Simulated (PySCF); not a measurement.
H3BrOSi, singlet, at a GFN2-xTB geometry. Base run: PySCF with BHANDHLYP/6-31G, TDDFT.

Input for PySCF:
```python
from pyscf import gto, scf, dft, tdscf

mol = gto.Mole()
mol.atom = '''
    Si    0.33606259   -1.15555443   -0.24439293
    O     1.90496724   -0.89814255   -0.50834367
    Br   -0.63862224    0.78133178    0.22957979
    H    -0.16559770   -1.60948889   -1.52033702
    H     0.09007670   -1.98656606    0.92085354
    H     2.48268523   -0.38765470    0.05244099
'''
mol.basis = '6-31g'
mol.verbose = 4
mol.build()

mf = dft.RKS(mol)
mf.xc = 'bhandhlyp'
mf.kernel()
td = mf.TDDFT()
td.nstates = 5
td.kernel()
td.analyze()
```

Variants of this job, named by their change:

```
change                                      first excitation (eV)  oscillator strength of the first  second (eV)  core-seconds (rough)
------------------------------------------  ---------------------  --------------------------------  -----------  --------------------
base                                                         7.45                             0.012         7.67                    20
functional = blyp                                            6.43                             0.001         6.66                     9
functional = m062x                                              ?                             0.011            ?                    70
conv_tol = 1e-3                                              7.45                             0.012         7.67                    20
response = Tamm-Dancoff                                      7.46                             0.013         7.69                    10
functional = camb3lyp                                        7.21                             0.011         7.45                    40
states = triplets; response = Tamm-Dancoff                      ?                                 -            ?                    10
nstates = 15                                                 7.45                             0.012         7.67                    20
functional = b3lyp                                              ?                                 ?            ?                    20
functional = wb97x                                           7.40                             0.011         7.63                    40
```

Task: Complete the blanks.

Result: 
- functional = m062x, first excitation (eV): 7.12
- functional = m062x, second (eV): 7.37
- states = triplets; response = Tamm-Dancoff, first excitation (eV): 6.97
- states = triplets; response = Tamm-Dancoff, second (eV): 7.17
- functional = b3lyp, first excitation (eV): 6.93
- functional = b3lyp, oscillator strength of the first: 0.009
- functional = b3lyp, second (eV): 7.15

An iterative solver can miss low states, so a row lists the states that it found.
